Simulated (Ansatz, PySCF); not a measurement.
Mg(SeH)(GeH3) (GeH4MgSe), SMILES [SeH][Mg][GeH3].

Coordinates come from a PBE-D3(BJ)/def2-SVP optimisation. The structure was generated by enumeration; whether it is a known compound was not checked. Other conformers were not sampled.

Vertical ionisation energy (IE) and electron affinity (EA) in eV. Rows of orbital energies are one-electron estimates. Where ΔSCF, EOM or ADC give a negative EA the extra electron is unbound and the value depends on the basis.

```tsv
level	IE	EA
−ε(HOMO), −ε(LUMO), ωB97X/def2-TZVPD (PySCF)	9.06	-0.26
−ε(HOMO), −ε(LUMO), PBE/def2-TZVPD (PySCF)	5.74	2.05
ΔSCF, CAM-B3LYP/def2-SVPD (Ansatz), final states of multiplicity 2 and 2	8.99	0.06
ΔSCF, PBE/def2-SVPD (Ansatz), final states of multiplicity 2 and 2	8.53	0.22
```

Q: What vertical singlet–triplet gap does ΔSCF give with CAM-B3LYP/def2-SVPD (Ansatz, an electronic-structure program) and with PBE/def2-SVPD (Ansatz)? (Estimate from the structure and the level; the computed values follow.)

A: 4.37 and 3.80 eV (triplet above singlet where positive).
